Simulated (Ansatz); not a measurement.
C2HN (SMILES [CH]C#N): geometry of the low-spin state from B3LYP-D3(BJ)/def2-TZVP.
(charge 0, multiplicity 1):
```xyz
4

C     -1.17923     0.21017     0.29132
C      0.08480    -0.01922    -0.01818
N      1.21475    -0.12585    -0.36112
H     -1.93668    -0.26471     0.88901
```
The high-spin state stands at its own minimum; R- takes a restricted low-spin state.

Programs: Ansatz (Gaussian basis) for Hartree–Fock, density functionals and correlated methods. 

The gap E(multiplicity 1) − E(multiplicity 3) (kcal/mol) and the share of exact exchange:

| functional | exact exchange (%) | value |
|---|---|---|
| R-PBE/def2-TZVPP | 0 | 20.76 |
| R-PBE0/def2-TZVPP | 25 | 24.50 |
| R-B3LYP/def2-TZVPP | 20 | 19.98 |
| R-BHLYP/def2-TZVPP | 50 | 24.41 |
| R-r2SCAN/def2-TZVPP | 0 | 26.87 |

### Question
Take the value as linear in the share of exact exchange along PBE and PBE0. Give the slope, say whether the sign turns, and set the other functionals against that line.

### Answer

Slope: (24.50 − (20.76))/2.5 = 1.49 kcal/mol for each 10 %. The line keeps its sign from 0 to 100 %. At 50 % it gives 28.2 kcal/mol. From B3LYP to BHLYP the slope is (24.41 − (19.98))/3 = 1.48 for each 10 %. BHLYP, at 50 %, lies -3.8 from the PBE line. B3LYP, at 20 %, lies -3.8 from the PBE line. r2SCAN, with none, stands 6.1 from PBE.

Doubts at one or more of the structures used: a restricted determinant that unrestricted orbitals would lower (R-PBE/def2-TZVPP, R-PBE0/def2-TZVPP, R-B3LYP/def2-TZVPP, R-BHLYP/def2-TZVPP, R-r2SCAN/def2-TZVPP).

Ansatz is an electronic-structure program.
